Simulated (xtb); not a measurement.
CHOS (SMILES O=C=[SH+]), charge +1, singlet, from a rough starting geometry; GFN2-xTB (xtb).

xtb was given this input:
```
$ xtb mol.xyz --gfn 2 --chrg 1 --opt vtight --json

# file mol.xyz
4

O      1.70561854    -0.23220879    -0.05705762
C      0.61658176     0.01092370    -0.18520495
S     -0.84280104     0.46678935    -0.45379956
H     -1.35921200    -0.24640353     0.62084615
```

What the program printed (banner, timings and long lists left out):

```
   ID    Z sym.   atoms
    1    8 O      1
    2    6 C      2
    3   16 S      3
    4    1 H      4

           -------------------------------------------------
          |                Calculation Setup                |
           -------------------------------------------------

           -------------------------------------------------
          |                 G F N 2 - x T B                 |
           -------------------------------------------------

          ...................................................
          :                      SETUP                      :
          :.................................................:
          :  # basis functions                  19          :
          :  # atomic orbitals                  18          :
          :  # shells                            8          :
          :  # electrons                        16          :
          :  max. iterations                   250          :
          :  Hamiltonian                  GFN2-xTB          :
          :  restarted?                      false          :
          :  GBSA solvation                  false          :
          :  PC potential                    false          :
          :  electronic temp.          300.0000000     K    :
          :  accuracy                    1.0000000          :
          :  -> integral cutoff          0.2500000E+02      :
          :  -> integral neglect         0.1000000E-07      :
          :  -> SCF convergence          0.1000000E-05 Eh   :
          :  -> wf. convergence          0.1000000E-03 e    :
          :  Broyden damping             0.4000000          :
          :  net charge                          1          :
          :  unpaired electrons                  0          :
          ...................................................

 iter      E             dE          RMSdq      gap      omega  full diag
   1     -9.5445651 -0.954457E+01  0.626E+00    3.88       0.0  T
   2     -9.5454978 -0.932639E-03  0.350E+00    3.70       1.0  T
   3     -9.5455556 -0.578576E-04  0.588E-01    3.67       1.0  T
   4     -9.5456311 -0.754626E-04  0.246E-01    3.63       1.0  T
   5     -9.5456464 -0.153424E-04  0.552E-02    3.64       1.0  T
   6     -9.5456479 -0.144962E-05  0.367E-02    3.65       1.4  T
   7     -9.5456482 -0.357653E-06  0.798E-03    3.64       6.3  T
   8     -9.5456484 -0.145286E-06  0.337E-03    3.64      14.8  T
   9     -9.5456484 -0.238474E-07  0.686E-04    3.64      72.9  T
  10     -9.5456484 -0.102242E-09  0.950E-05    3.64     526.4  T

   *** convergence criteria satisfied after 10 iterations ***

         :::::::::::::::::::::::::::::::::::::::::::::::::::::
         ::                     SUMMARY                     ::
         :::::::::::::::::::::::::::::::::::::::::::::::::::::
         :: total energy              -9.423680880091 Eh    ::
         :: gradient norm              0.073347111606 Eh/a0 ::
         :: HOMO-LUMO gap              3.643680876669 eV    ::
         ::.................................................::
         :: SCC energy                -9.545648405772 Eh    ::
         :: -> isotropic ES            0.150951963482 Eh    ::
         :: -> anisotropic ES         -0.004499772077 Eh    ::
         :: -> anisotropic XC          0.002041477575 Eh    ::
         :: -> dispersion             -0.001260656382 Eh    ::
         :: repulsion energy           0.121967525681 Eh    ::
         :: add. restraining           0.000000000000 Eh    ::
         :: total charge               1.000000000000 e     ::
         :::::::::::::::::::::::::::::::::::::::::::::::::::::

      -----------------------------------------------------------
     |                   =====================                   |
     |                        A N C O P T                        |
     |                   =====================                   |
     |               Approximate Normal Coordinate               |
[...]
 * total energy  :    -9.4236809 Eh     change       -0.1969802E-10 Eh
 * total energy  :    -9.4259552 Eh     change       -0.2274307E-02 Eh
 * total energy  :    -9.4227892 Eh     change        0.3165991E-02 Eh
 * total energy  :    -9.4270389 Eh     change       -0.4249715E-02 Eh
 * total energy  :    -9.4271206 Eh     change       -0.8171682E-04 Eh
 * total energy  :    -9.4271266 Eh     change       -0.6006751E-05 Eh
 * total energy  :    -9.4271322 Eh     change       -0.5582013E-05 Eh
 * total energy  :    -9.4271382 Eh     change       -0.6029988E-05 Eh
 * total energy  :    -9.4271395 Eh     change       -0.1289409E-05 Eh
 * total energy  :    -9.4271396 Eh     change       -0.1546045E-07 Eh
   *** GEOMETRY OPTIMIZATION CONVERGED AFTER 10 ITERATIONS ***
         :: total energy              -9.427139551078 Eh    ::
[...]
         :: total charge               1.000000000000 e     ::
         :::::::::::::::::::::::::::::::::::::::::::::::::::::

           -------------------------------------------------
          |                Property Printout                |
           -------------------------------------------------

    * Orbital Energies and Occupations

         #    Occupation            Energy/Eh            Energy/eV
      -------------------------------------------------------------
         1        2.0000           -1.0613542             -28.8809
         2        2.0000           -1.0273483             -27.9556
         3        2.0000           -0.9026210             -24.5616
         4        2.0000           -0.8902046             -24.2237
         5        2.0000           -0.8882898             -24.1716
         6        2.0000           -0.8127851             -22.1170
         7        2.0000           -0.7655249             -20.8310
         8        2.0000           -0.6942162             -18.8906 (HOMO)
         9                         -0.5666284             -15.4187 (LUMO)
        10                         -0.5349398             -14.5565
        11                         -0.4618721             -12.5682
        12                         -0.3844750             -10.4621
        13                         -0.2794542              -7.6043
        14                         -0.2051960              -5.5837
        15                         -0.1974619              -5.3732
        16                          0.0205359               0.5588
        17                          0.3104939               8.4490
        18                          0.9140087              24.8714
      -------------------------------------------------------------
                  HL-Gap            0.1275878 Eh            3.4718 eV
             Fermi-level           -0.6304223 Eh          -17.1547 eV

     #   Z          covCN         q      C6AA      α(0)
     1   8 O        0.860     0.081    14.078     5.031
     2   6 C        1.832     0.292    24.543     8.004
     3  16 S        1.901     0.343   127.838    19.030
     4   1 H        0.921     0.285     0.756     1.360

 Mol. C6AA /au·bohr⁶  :        432.740407
 Mol. C8AA /au·bohr⁸  :      15691.503177
 Mol. α(0) /au        :         33.424430

Wiberg/Mayer (AO) data.
largest (>0.10) Wiberg bond orders for each atom

 ---------------------------------------------------------------------------
     #   Z sym  total        # sym  WBO       # sym  WBO       # sym  WBO
 ---------------------------------------------------------------------------
     1   8 O    2.691 --     2 C    2.355     3 S    0.290
     2   6 C    3.913 --     1 O    2.355     3 S    1.513
     3  16 S    2.631 --     2 C    1.513     4 H    0.828     1 O    0.290
     4   1 H    0.919 --     3 S    0.828
 ---------------------------------------------------------------------------

Topologies differ in total number of bonds
Writing topology from bond orders to xtbtopo.mol

molecular dipole:
                 x           y           z       tot (Debye)
 q only:       -0.691       0.146      -0.072
   full:       -0.751       0.134      -0.043       1.941
molecular quadrupole (traceless):
                xx          xy          yy          xz          yz          zz
 q only:        3.627      -0.416      -2.045      -0.742      -0.617      -1.582
  q+dip:        3.405      -0.128      -2.038      -1.090      -0.768      -1.367
   full:        2.483       0.309      -1.709      -1.426      -0.975      -0.774

optimized geometry written to: xtbopt.xyz

           -------------------------------------------------
          | TOTAL ENERGY               -9.427139551078 Eh   |
          | GRADIENT NORM               0.000020664206 Eh/α |
          | HOMO-LUMO GAP               3.471841475665 eV   |
           -------------------------------------------------

normal termination of xtb
```
